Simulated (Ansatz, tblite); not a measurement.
Cost and result up the ladder for Si₉⁺ (9 atoms). Charge 1, multiplicity 2. Geometry: PBE-D4/def2-SVP.

```xyz
9

Si   -1.114   -1.746   -0.574
Si   -1.457    1.622    2.697
Si    1.291   -1.336   -1.427
Si   -0.120    0.677   -0.991
Si    0.410    1.624    1.208
Si    0.864   -1.002    0.990
Si   -0.677   -0.671   -2.845
Si    2.287    0.813   -0.076
Si   -1.484    0.020    1.019
```

Ansatz on 4 threads of Arm Neoverse V2 on a shared host; xTB runs through tblite on one thread. Times are rough, summed over both states, and most runs start from the orbitals of an earlier one. PBE0-D4/def2-TZVP serves as the yardstick here, not as an exact answer. The other state is a quartet at its own geometry, which has other bonds, so the gap mixes isomer and spin.

The xTB rows come from tblite. The structure comes from a short search, and lower isomers may exist.

Run but left out: HF/STO-3G, HF/def2-SVP, HF/def2-TZVP, MP2/def2-SVP, CCSD/def2-SVP, CCSD(T)/def2-SVP (doublet: ⟨S²⟩ 1.73 to 1.85, where a pure state has 0.75).

xTB has no spin-polarisation term.

```csv
level,functions,wall time,quartet − doublet (eV),difference from PBE0-D4/def2-TZVP (eV),remarks
GFN1-xTB,81,0.032 s,0.19,0.35,–
GFN2-xTB,81,0.058 s,0.71,0.87,–
PBE-D4/def2-TZVP,333,27 s,-0.05,0.12,–
r2SCAN-D4/def2-TZVP,333,2.2 min,-0.15,0.01,–
PBE0-D4/def2-TZVP (with forces),333,3 min,-0.17,0.00,–
r2SCAN0-D4/def2-TZVP,333,4.6 min,-0.25,-0.08,spin-contaminated (⟨S²⟩ 0.99) (doublet)
```
